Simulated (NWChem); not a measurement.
System: N2H3, doublet; SMILES [NH]N

Here is an NWChem input.

```
start job
memory heap 200 mb stack 900 mb global 1100 mb
geometry units angstroms noautosym nocenter noautoz
  N     -0.120994    -0.752145     0.007309
  N     -0.014192     0.576370    -0.063059
  H      0.840159    -1.110500    -0.047594
  H      0.835136     1.057311     0.231067
  H     -0.867317     1.075948     0.166440
end
basis spherical
  N library def2-svp
  H library def2-svp
end
dft
  odft
  mult 2
  xc m06-2x
  iterations 150
end
cosmo
  do_cosmo_smd true
  solvent water
end
task dft energy
```

Parts of the log:

```
             Northwest Computational Chemistry Package (NWChem) 7.3.0
             --------------------------------------------------------

                             Geometry "geometry" -> ""
                             -------------------------

 Output coordinates in angstroms (scale by  1.889725989 to convert to a.u.)

  No.       Tag          Charge          X              Y              Z
 ---- ---------------- ---------- -------------- -------------- --------------
    1 N                    7.0000    -0.12099400    -0.75214500     0.00730900
    2 N                    7.0000    -0.01419200     0.57637000    -0.06305900
    3 H                    1.0000     0.84015900    -1.11050000    -0.04759400
    4 H                    1.0000     0.83513600     1.05731100     0.23106700
    5 H                    1.0000    -0.86731700     1.07594800     0.16644000

 Effective nuclear repulsion energy (a.u.)      36.6884815147

                                 NWChem DFT Module
                                 -----------------

 Summary of "ao basis" -> "ao basis" (spherical)
 ------------------------------------------------------------------------------
       Tag                 Description            Shells   Functions and Types
 ---------------- ------------------------------  ------  ---------------------
 N                          def2-svp                 6       14   3s2p1d
 H                          def2-svp                 3        5   2s1p

 in cosmo_initialize ...
 calling solv_data for solv:h2o

 solvent parameters
 solvname_short: h2o
 solvname_long:  water
 dielec:       78.4000
 dielecinf:     1.7769
 aqueous SMD model solvent descriptors
 dielec:       78.4000
 sola:          0.8200

          ---------------
          -cosmo- solvent
          ---------------
 Cosmo: York-Karplus, doi: 10.1021/jp992097l
 dielectric constant -eps-     =  78.40
 screen = (eps-1)/(eps    )    =   0.98724
 surface charge correction     = lagrangian

   van der Waals surface
 --------------------------

 ---------- ATOMIC COORDINATES (A.U.) ------------ VDWR(ANG.) --
     1   -0.22864551   -1.42134795    0.01381201     1.890
     2   -0.02681899    1.08918137   -0.11916423     1.890
     3    1.58767030   -2.09854071   -0.08993962     1.200
     4    1.57817820    1.99802807    0.43665332     1.200
     5   -1.63899148    2.03324690    0.31452599     1.200
 number of segments per atom =        128
 number of   points per atom =        128
 atom (   nspa,  nppa )
 ----------------------
    1 (     82,     0 )       0
    2 (     75,     0 )       0
    3 (     45,     0 )       0
    4 (     47,     0 )       0
    5 (     47,     0 )       0
 number of -cosmo- surface points =      296
 molecular surface =     66.108 angstrom**2
 molecular volume  =     44.845 angstrom**3
 -lineq- algorithm             =   0
 -bem- low  level              =   3
 -bem- from -octahedral-
 gaussian surface charge width =   4.50000
 degree of switching           =   1.00000
 switching function tolerance  =   0.00010
 atomic radii =
 --------------
    1  7.000  1.890
    2  7.000  1.890
    3  1.000  1.200
    4  1.000  1.200
    5  1.000  1.200
 ...... end of -cosmo- initialization ......

 nat:                     5
 ixmem:                  1509
 calling mnsol_interface()
 G(SMD-CDS) energy (kcal/mol)  =     2.107
 SMD-CDS SASA (angstrom**2)    =    78.109

            General Information
            -------------------
          SCF calculation type: DFT
          Wavefunction type:  spin polarized.
          No. of atoms     :     5
          No. of electrons :    17
           Alpha electrons :     9
            Beta electrons :     8
          Charge           :     0
          Spin multiplicity:     2
          Use of symmetry is: off; symmetry adaption is: off
          Maximum number of iterations: 150
          AO basis - number of functions:    43
                     number of shells:    21
          Convergence on energy requested:  1.00D-06
          Convergence on density requested:  1.00D-05
          Convergence on gradient requested:  5.00D-04

              XC Information
              --------------
                       M06-2X Method XC Functional
                     Hartree-Fock (Exact) Exchange  0.540
                        M06-2X Exchange Functional  1.000
                      M06-2X Correlation Potential  1.000

             Grid Information
             ----------------
          Grid used for XC integration:  medium
          Radial quadrature: Mura-Knowles
          Angular quadrature: Lebedev.
          Tag              B.-S. Rad. Rad. Pts. Rad. Cut. Ang. Pts.
          ---              ---------- --------- --------- ---------
          N                   0.65       49           7.0       434
          H                   0.35       45           8.0       434
          Grid pruning is: on
          Number of quadrature shells:   233
          Spatial weights used:  Erf1

      Superposition of Atomic Density Guess
      -------------------------------------

 Sum of atomic energies:        -109.98620020

      Non-variational initial energy
      ------------------------------

 Total energy =    -110.780941
 1-e energy   =    -221.129499
 2-e energy   =      73.660077
 HOMO         =      -0.128352
 LUMO         =       0.108155

[...]

                                COSMO-SMD solvation results
                                ---------------------------

             internal energy in gas <Psi(g)|H|Psi(g)> =      -111.082993287162
         internal energy in solvent <Psi(s)|H|Psi(s)> =      -111.080656516939
                               delta internal energy  =         0.002336770223 (    1.47 kcal/mol)
   total free energy in solvent <Psi(s)|H+V/2|Psi(s)> =      -111.097239847462
 polarization energy contribution <Psi(s)|V/2|Psi(s)> =        -0.016583330523 (  -10.41 kcal/mol)
    total free energy in solvent including G(SMD-CDS) =      -111.093881416536
                       G(SMD-CDS) energy contribution =         0.003358430926 (    2.11 kcal/mol)
     1 M fixed-concentration free energy of solvation =        -0.010888129374 (   -6.83 kcal/mol)

                    DFT Final Alpha Molecular Orbital Analysis
                    ------------------------------------------

 Vector    7  Occ=1.000000D+00  E=-4.611193D-01
              MO Center= -4.6D-02,  2.4D-02, -7.4D-02, r^2= 1.1D+00
   Bfn.  Coefficient  Atom+Function         Bfn.  Coefficient  Atom+Function
  ----- ------------  ---------------      ----- ------------  ---------------
    20      0.445481  2 N  pz                 6      0.384082  1 N  pz
    23     -0.307388  2 N  pz                 9     -0.249674  1 N  pz
    17      0.084328  2 N  s                 16      0.076882  2 N  s
    19     -0.068958  2 N  py                 5      0.059494  1 N  py
    29      0.058932  3 H  s                 22      0.054217  2 N  py

 Vector    8  Occ=1.000000D+00  E=-3.574166D-01
              MO Center= -1.9D-01, -6.2D-01,  3.2D-04, r^2= 1.3D+00
   Bfn.  Coefficient  Atom+Function         Bfn.  Coefficient  Atom+Function
  ----- ------------  ---------------      ----- ------------  ---------------
     4      0.464474  1 N  px                 3      0.403285  1 N  s
     7     -0.306916  1 N  px                29     -0.240571  3 H  s
     2      0.206486  1 N  s                 34      0.191703  4 H  s
     5      0.177034  1 N  py                18     -0.160686  2 N  px
    39     -0.149479  5 H  s                  8     -0.122495  1 N  py

 Vector    9  Occ=1.000000D+00  E=-2.377155D-01
              MO Center= -5.8D-02, -1.7D-01, -5.8D-02, r^2= 1.3D+00
   Bfn.  Coefficient  Atom+Function         Bfn.  Coefficient  Atom+Function
  ----- ------------  ---------------      ----- ------------  ---------------
     6      0.513900  1 N  pz                 9     -0.475863  1 N  pz
    20     -0.428893  2 N  pz                23      0.405483  2 N  pz
    17     -0.130641  2 N  s                 34      0.081862  4 H  s
    16     -0.070471  2 N  s                 39      0.058802  5 H  s
    22     -0.056160  2 N  py                19      0.043640  2 N  py

 Vector   10  Occ=0.000000D+00  E= 1.103761D-01
              MO Center=  5.4D-01,  6.9D-01,  2.4D-01, r^2= 4.0D+00
   Bfn.  Coefficient  Atom+Function         Bfn.  Coefficient  Atom+Function
  ----- ------------  ---------------      ----- ------------  ---------------
    17      1.217251  2 N  s                 35     -1.043609  4 H  s
    40     -0.766453  5 H  s                 30     -0.678391  3 H  s
     3      0.470894  1 N  s                 22      0.315251  2 N  py
     7      0.229850  1 N  px                23      0.196007  2 N  pz
    16      0.178580  2 N  s                  8     -0.167608  1 N  py

 Vector   11  Occ=0.000000D+00  E= 1.458940D-01
              MO Center=  7.3D-02, -5.4D-02,  8.4D-02, r^2= 5.2D+00
   Bfn.  Coefficient  Atom+Function         Bfn.  Coefficient  Atom+Function
  ----- ------------  ---------------      ----- ------------  ---------------
    30      1.249967  3 H  s                 40     -1.194606  5 H  s
     3     -0.947425  1 N  s                 17      0.891335  2 N  s
     7     -0.400265  1 N  px                21     -0.385977  2 N  px
     4      0.182316  1 N  px                18      0.170759  2 N  px
     2     -0.117616  1 N  s                 16      0.107969  2 N  s

 Vector   12  Occ=0.000000D+00  E= 1.911076D-01
              MO Center=  4.5D-01,  6.0D-01,  1.9D-01, r^2= 4.6D+00
   Bfn.  Coefficient  Atom+Function         Bfn.  Coefficient  Atom+Function
  ----- ------------  ---------------      ----- ------------  ---------------
    35      1.440152  4 H  s                 40     -1.070467  5 H  s
    30     -0.983200  3 H  s                  3      0.780985  1 N  s
    21     -0.723275  2 N  px                17     -0.441467  2 N  s
     7      0.403162  1 N  px                18      0.292964  2 N  px
    22      0.188310  2 N  py                 2      0.131382  1 N  s

                     DFT Final Beta Molecular Orbital Analysis
                     -----------------------------------------

 Vector    6  Occ=1.000000D+00  E=-5.131552D-01
              MO Center= -2.8D-02, -1.5D-01,  4.5D-03, r^2= 1.5D+00
   Bfn.  Coefficient  Atom+Function         Bfn.  Coefficient  Atom+Function
  ----- ------------  ---------------      ----- ------------  ---------------
     5      0.351928  1 N  py                19     -0.348677  2 N  py
    39      0.272779  5 H  s                 29      0.260990  3 H  s
    18      0.204430  2 N  px                22      0.169885  2 N  py
     8     -0.151672  1 N  py                 3      0.125530  1 N  s
     2      0.099966  1 N  s                  4     -0.094019  1 N  px

 Vector    7  Occ=1.000000D+00  E=-3.851891D-01
              MO Center= -4.2D-02,  1.5D-01, -8.2D-02, r^2= 1.1D+00
   Bfn.  Coefficient  Atom+Function         Bfn.  Coefficient  Atom+Function
  ----- ------------  ---------------      ----- ------------  ---------------
    20      0.461262  2 N  pz                23     -0.372560  2 N  pz
     6      0.294739  1 N  pz                 9     -0.221019  1 N  pz
    17      0.098912  2 N  s                 16      0.089622  2 N  s
     4     -0.074255  1 N  px                 3     -0.073703  1 N  s
     2     -0.063233  1 N  s                 29      0.057411  3 H  s

 Vector    8  Occ=1.000000D+00  E=-3.315037D-01
              MO Center= -2.2D-01, -6.3D-01, -1.1D-02, r^2= 1.3D+00
   Bfn.  Coefficient  Atom+Function         Bfn.  Coefficient  Atom+Function
  ----- ------------  ---------------      ----- ------------  ---------------
     4      0.441616  1 N  px                 3      0.412654  1 N  s
     7     -0.315090  1 N  px                29     -0.227720  3 H  s
     2      0.209748  1 N  s                  5      0.187189  1 N  py
    34      0.182699  4 H  s                 39     -0.144370  5 H  s
     8     -0.142705  1 N  py                18     -0.142743  2 N  px

 Vector    9  Occ=0.000000D+00  E= 2.723136D-02
              MO Center= -6.3D-02, -3.0D-01, -3.7D-02, r^2= 1.4D+00
   Bfn.  Coefficient  Atom+Function         Bfn.  Coefficient  Atom+Function
  ----- ------------  ---------------      ----- ------------  ---------------
     9      0.586139  1 N  pz                 6     -0.479979  1 N  pz
    23     -0.409777  2 N  pz                20      0.342301  2 N  pz
    17      0.188971  2 N  s                 35     -0.099180  4 H  s
    22      0.091672  2 N  py                34     -0.088858  4 H  s
    40     -0.066691  5 H  s                  3      0.064105  1 N  s

 Vector   10  Occ=0.000000D+00  E= 1.135765D-01
              MO Center=  4.9D-01,  7.6D-01,  2.5D-01, r^2= 4.0D+00
   Bfn.  Coefficient  Atom+Function         Bfn.  Coefficient  Atom+Function
  ----- ------------  ---------------      ----- ------------  ---------------
    17      1.255245  2 N  s                 35     -1.061488  4 H  s
    40     -0.803875  5 H  s                 30     -0.625966  3 H  s
     3      0.434515  1 N  s                 22      0.316921  2 N  py
    23      0.217396  2 N  pz                 7      0.210295  1 N  px
    16      0.171743  2 N  s                  8     -0.169785  1 N  py

 Vector   11  Occ=0.000000D+00  E= 1.496670D-01
              MO Center=  1.1D-01, -8.4D-02,  8.0D-02, r^2= 5.2D+00
   Bfn.  Coefficient  Atom+Function         Bfn.  Coefficient  Atom+Function
  ----- ------------  ---------------      ----- ------------  ---------------
    30      1.268255  3 H  s                 40     -1.193276  5 H  s
     3     -0.951240  1 N  s                 17      0.836682  2 N  s
     7     -0.404873  1 N  px                21     -0.404789  2 N  px
     4      0.180601  1 N  px                18      0.176578  2 N  px
     2     -0.113038  1 N  s                 35      0.102028  4 H  s

   alpha - beta orbital overlaps
   -----------------------------

   alpha      1      2      3      4      5      6      7      8      9     10
    beta      1      2      3      4      5      6      7      8      9     10
 overlap   1.000  1.000  0.999  0.999  0.999  0.996  0.988  0.995  0.990  0.998

   alpha     11     12     13     14     15     16     17     18     19     20
    beta     11     12     13     14     15     16     17     18     19     21
 overlap   0.999  1.000  0.999  0.999  0.999  0.992  0.986  0.980  0.997  0.893

   alpha     21     22     23     24     25     26     27     28     29     30
    beta     20     22     23     24     25     26     27     28     29     30
 overlap   0.908  0.998  0.997  0.999  1.000  1.000  0.995  0.995  1.000  0.999

[...]
```

Level: M06-2X/def2-SVP, spin-unrestricted, SMD on the gas-phase geometry. All runs use the structure optimised with PBE0/def2-SVP, spin-unrestricted. No stability test was run on the SCF state. Solvent: water.
